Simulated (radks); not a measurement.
Problem. The mean radii <r> (bohr) of the occupied orbitals of an atom or ion are listed with their occupations. All-electron calculation, Dirac Kohn-Sham, LDA (Slater exchange, Perdew-Wang correlation), spin-unpolarised, spherical densities, finite nucleus; Fermi nuclear charge, rms radius of each element as measured or else 0.836 A^(1/3) + 0.57 fm. Program: a radial shooting solver on a logarithmic mesh with Libxc functionals.

orbital      occ.      <r>
1s1/2           2  0.09120
2s1/2           2   0.4443
2p1/2           2   0.4039
2p3/2           4   0.4062
3s1/2           2    1.388
3p1/2    0.333333    1.501
3p3/2    0.666667    1.506
3d3/2         0.4    1.787
3d5/2         0.6    1.788

Name the element and its charge. Open shells, if any, are shared by 2j + 1.

Solution. Z = 17, chlorine, charge +3: Cl3+ in [Ne] 3s2 3p1 3d1. The 1s radius gives Z: for a bare nucleus <r> = (2 gamma + 1)/(2Z) with gamma = sqrt(1 - (Z/c)^2), 0.08778 bohr for Z = 17, and screening makes it slightly larger (0.09120 here). The occupations add up to 14, and the charge is Z minus that.
